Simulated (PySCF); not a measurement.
# AsH3: PBE0 against B3LYP

Base calculation in PySCF with density fitting and no spin–orbit coupling, PBE0/def2-TZVP (no relativity): singlet, C3v, As–H 1.522 Å (×3); H–As–H 92.0° (×3); wavenumbers 922, 1018 (×2), 2215, 2228 (×2) cm⁻¹; dipole moment 0.34 D, gap between the highest occupied and lowest empty levels 8.49 eV, polar-tensor charge of As 0.39 e, atomisation energy (no zero-point energy) 900 kJ/mol.

What changes on going to B3LYP/def2-TZVP (no relativity)?

The point group stays the same. Changes: mean bond to As +0.003 Å, smallest bond angle 0.0 degrees, highest wavenumber -39 cm⁻¹, lowest wavenumber +12 cm⁻¹, dipole moment -0.12 D, gap between the highest occupied and lowest empty levels -0.46 eV, polar-tensor charge of As +0.03 e, atomisation energy (no zero-point energy) +32 kJ/mol. The new structure has As–H 1.525 Å (×3); H–As–H 92.0° (×3), with wavenumbers 934, 1019 (×2), 2178, 2189 (×2) cm⁻¹.

The structures come from searches over a few start shapes, so lower isomers are not excluded.
